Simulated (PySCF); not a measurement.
C2H4BF3.
Atom-mapped SMILES: `[BH2:1][CH2:2][C:3]([F:4])([F:5])[F:6]` (hydrogens: H7, H8 on B1; H9, H10 on C2)

Computed, not measured: core-valence-separated Tamm–Dancoff BHandHLYP/aug-pcX-1 (pcseg-1 on H) in PySCF, non-relativistic, gas phase, PBE0-D3(BJ)/def2-SVP geometry.

Computed fluorine K-edge spectrum, Gaussian lines of 0.5 eV full width, highest printed point 100; it ends one width below the last computed root. The energies are unshifted.

photon energy (eV), absorption and a bar:
```
    685.7          0 
    685.8          0 
    685.9          1 
    686.0          1 
    686.1          3 #
    686.2          4 #
    686.3          5 #
    686.4          5 #
    686.5          4 #
    686.6          3 #
    686.7          3 #
    686.8          6 ##
    686.9         14 ####
    687.0         29 #########
    687.1         49 ###############
    687.2         70 #####################
    687.3         84 #########################
    687.4         89 ###########################
    687.5         89 ###########################
    687.6         91 ###########################
    687.7         96 #############################
    687.8        100 ##############################
    687.9         98 #############################
    688.0         86 ##########################
    688.1         66 ####################
    688.2         45 #############
    688.3         31 #########
```

Problem. Assign the maxima to core holes.

Solution. 2 maxima:
- 686.3 eV: F4 (fluorine of a CF3 group), 686.32 eV, f = 0.002, 55 % of the height at the exact maximum; F6 (fluorine of a CF3 group), 686.35 eV, f = 0.001, 43 % of the height at the exact maximum
- 687.8 eV: F4/F6 (fluorine of a CF3 group), 687.96 eV, f = 0.047, sum of 2, 60 % of the height at the exact maximum; F5 (fluorine of a CF3 group), 687.66 eV, f = 0.032, 36 % of the height at the exact maximum

Further lines of some strength in the range: F4/F6, 687.28 eV, f = 0.039, sum of 2; F5, 687.37 eV, f = 0.008.

Roots within 0.03 eV on the same or equivalent atoms count as one line; shares under 12 % aren't listed.

Vibrational structure and lifetime widths aren't in the curve. The ionisation threshold wasn't computed; near and above it a finite basis only mimics Rydberg series and continuum.

Hardware: one thread of an Arm Neoverse V1, on a shared host. Cost: 15 s wall.

The values belong to the conformer `[BH2:1][CH2:2][C:3]([F:4])([F:5])[F:6]`: B1–C2–C3–F4 61°.
